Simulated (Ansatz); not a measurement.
Cost and result for the atomization energy of CH6BFGeS (11 atoms, 11 bonds).

```xyz
11

C     1.1023    0.2827    1.2166
S     0.3748    1.0716   -0.2369
Ge   -0.3343   -0.8040   -1.5058
B    -1.4961    0.3279   -0.1803
F    -2.4172    1.1672   -0.7024
H     0.5616   -0.6294    1.4642
H     1.0358    0.9812    2.0505
H     2.1452    0.0500    1.0064
H     0.6752   -1.8815   -1.0581
H     0.0353   -0.3783   -2.9406
H    -1.6826   -0.1873    0.8864
```

The species carries charge 0 and has multiplicity 1. Correlated methods include outer-core shells of Ge, which these sets cover unevenly. Scalar relativity is left out up to krypton. The bonds changed during the relaxation, so this is another structure than the one it started from. Geometry: relaxed with PBE0-D4/def2-TZVP. It is one conformer, not always the lowest. Program: Ansatz. All runs use 4 threads of an Intel Xeon 6975P-C on a shared host. Times are those of one run each, without the atoms' runs, and a repeat can differ threefold. Electronic energies, without spin–orbit coupling; frozen cores. CCSD(T)/CBS adds CCSD(T) − MP2 in def2-TZVPP to the MP2 limit, and its time is that of the two runs behind it. T1 = 0.012. With those shells the extrapolation isn't a true limit. B3LYP takes the VWN-RPA correlation (the form of Gaussian; ORCA's B3LYP/G). HSE06 is the plane-wave form, built on full-range PBE exchange.

CCSD(T)/CBS is a level of theory with its own doubt, some kJ/mol a heavy atom from the limit and from the frozen cores, so smaller differences don't rank the functionals.

| level | functions | wall time |
| --- | --- | --- |
| LDA (SPW92)/def2-TZVPP | 267 | 1 s |
| PBE-D4/def2-TZVPP (with forces) | 267 | 1.8 s |
| BHLYP-D4/def2-TZVPP | 267 | 2.4 s |
| HSE06-D4/def2-TZVPP | 267 | 2.7 s |
| r2SCAN-D4/def2-TZVPP (with forces) | 267 | 3.2 s |
| B3LYP-D4/def2-TZVPP (with forces) | 267 | 3.8 s |
| PBE-QIDH/def2-TZVPP | 267 | 4.3 s |
| ωB97X-V/def2-TZVPP | 267 | 5.5 s |
| CCSD(T)/def2-SVP | 122 | 6 s |
| ωB97M-V/def2-TZVPP (with forces) | 267 | 7.5 s |
| MP2/def2-QZVPP | 510 | 19 s |
| CCSD(T)/def2-TZVPP | 267 | 74 s |
| CCSD(T)/CBS(def2) | – | 93 s |

What atomization energy does each give, and how far from CCSD(T)/CBS? (An estimate is asked.)

Ansatz gave: 
| level | atomization (kcal/mol) | difference from CCSD(T)/CBS | per bond |
| --- | --- | --- | --- |
| LDA (SPW92)/def2-TZVPP | 1030.3 | 135.1 | 12.3 |
| PBE-D4/def2-TZVPP (with forces) | 912.9 | 17.7 | 1.6 |
| BHLYP-D4/def2-TZVPP | 868.8 | -26.4 | -2.4 |
| HSE06-D4/def2-TZVPP | 898.3 | 3.1 | 0.3 |
| r2SCAN-D4/def2-TZVPP (with forces) | 903.7 | 8.5 | 0.8 |
| B3LYP-D4/def2-TZVPP (with forces) | 892.6 | -2.6 | -0.2 |
| PBE-QIDH/def2-TZVPP | 891.6 | -3.6 | -0.3 |
| ωB97X-V/def2-TZVPP | 897.8 | 2.6 | 0.2 |
| CCSD(T)/def2-SVP | 843.7 | -51.5 | -4.7 |
| ωB97M-V/def2-TZVPP (with forces) | 896.2 | 1.0 | 0.1 |
| MP2/def2-QZVPP | 899.2 | 4.0 | 0.4 |
| CCSD(T)/def2-TZVPP | 874.1 | -21.1 | -1.9 |
| CCSD(T)/CBS(def2) | 895.2 | 0.0 | 0.0 |

The D4 term adds +10.4 kcal/mol with B3LYP and +5.4 kcal/mol with PBE0; it sums over pairs of atoms, weighted by their polarisabilities, and B3LYP, whose exchange is more repulsive, gets the larger term. At CCSD(T), def2-SVP lies −51.5 kcal/mol from the extrapolated value and def2-TZVPP −21.1 kcal/mol: correlation converges slowly with the basis, and small sets miss more of it in the bonded molecule than in its fragments. From BLYP to BHLYP (50 % exact exchange), in def2-TZVPP and without D4, the atomization energy moves by −16.2 kcal/mol: exact exchange takes away binding that semilocal exchange gives to molecules.

For some Ge, Se and Sn compounds the MP2-based and the directly extrapolated limit differ by 10 to 25 kJ/mol.
